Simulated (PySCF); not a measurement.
## Functional dependence of a UV spectrum

Species: C2HBCl2.
Atom-mapped SMILES: `[CH:1]#[C:2][B:3]([Cl:4])[Cl:5]` (hydrogens: H6 on C1)

Structure used (PBE0-D3(BJ)/def2-SVP), in Å, numbered top down from 1:
```
atom  x, y, z in Å
C1     1.6440   -0.3618   -0.0461
C2     0.4561   -0.0981   -0.0185
B3    -1.0227    0.2256    0.0175
Cl4   -2.1692   -0.9493    0.6138
Cl5   -1.5965    1.7795   -0.5373
H6     2.6946   -0.5919   -0.0725
```

Linear-response calculations in the def2-SVPD basis (PySCF; singlets by full response, triplets Tamm–Dancoff, core orbitals frozen in the response; HF means time-dependent Hartree–Fock). 'Strongest' is the level of largest summed f among the singlets computed (10 roots, of which the last may lack a degenerate partner); it can jump between rows when another state enters that window. S1 is the lowest singlet of each run and needn't be the same state throughout; f(S1) is that of one state. Isolated species at its PBE0-D3(BJ)/def2-SVP geometry, gas phase.

| functional | kind | S1 (eV) | f(S1) | strongest (eV) | T1 (eV) | HOMO (eV) | gap (eV) | ionisation energy, ΔSCF (eV) |
| --- | --- | --- | --- | --- | --- | --- | --- | --- |
| LDA | LDA | 4.06 | 0.000 | 5.20 | 3.87 | -7.52 | 3.98 | 10.52 |
| B3LYP | global hybrid, 20% exact exchange | 4.37 | 0.000 | 7.65 | 4.07 | -8.37 | 5.76 | 10.66 |
| PBE0 | global hybrid, 25% exact exchange | 4.45 | 0.000 | 7.87 | 4.02 | -8.65 | 6.19 | 10.76 |
| BHandHLYP | global hybrid, 50% exact exchange | 4.60 | 0.000 | 8.05 | 4.13 | -9.76 | 8.35 | 10.86 |
| CAM-B3LYP | range-separated hybrid | 4.55 | 0.000 | 7.86 | 4.14 | -10.00 | 8.67 | 10.99 |
| wB97X-D | range-separated hybrid | 4.59 | 0.000 | 8.29 | 4.22 | -10.53 | 9.86 | 10.96 |
| LC-wPBE | range-separated hybrid | 4.73 | 0.000 | 8.17 | 4.12 | -11.48 | 11.19 | 11.21 |
| HF | Hartree–Fock | 4.59 | 0.000 | 8.80 | 3.83 | -11.49 | 12.69 | not settled |

Q: What does PBE (GGA) give?

A: S1 (eV) 4.11, f(S1) 0.000, strongest (eV) 5.21, T1 (eV) 3.86, HOMO (eV) -7.36, gap (eV) 4.05, ionisation energy, ΔSCF (eV) 10.33. S1 runs from 4.06 eV (LDA) to 4.73 eV (LC-wPBE), a spread of 0.67 eV, while the orbital gap spreads over 8.7 eV. −ε(HOMO) comes closest to its own ΔSCF ionisation energy with LC-wPBE (+0.27 eV) and misses most with LDA (-3.00 eV). 'Not settled' means that the ion's SCF failed to converge or may have ended in another state than the lowest.
